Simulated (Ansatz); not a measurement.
Program: Ansatz. Geometries: PBE0-D4/def2-TZVP. ΔE: electronic, gas phase. CCSD(T)/CBS is the MP2 limit (def2-TZVPP, def2-QZVPP) plus CCSD(T) − MP2 in def2-TZVPP, frozen cores. This one scheme is used for every species. DFT in def2-TZVPP. One conformer a species, not always the lowest.

Reaction (substitution at a C–C bond): `FC(Cl)C[SiH3]` + HCl → `FC(Cl)Cl` + `C[SiH3]`

```tsv
level	ΔE (kcal/mol)
PBE-D4	7.1
r2SCAN	7.7
```

What does CCSD(T)/CBS give? (Estimate.)

Ansatz gave: +10.0 kcal/mol. The listed levels differ from it by -2.9, -2.3 kcal/mol.

Largest T1 diagnostic among the species: 0.011.

From PBE to PBE0 (25 % exact exchange), in def2-TZVPP and without D4, ΔE moves by +1.5 kcal/mol. The D4 term adds +1.2 kcal/mol with B3LYP and +0.7 kcal/mol with PBE0; it sums over pairs of atoms, weighted by their polarisabilities, and B3LYP, whose exchange is more repulsive, gets the larger term.

B3LYP here is the variant with VWN-RPA as its local correlation; programs differ in this.
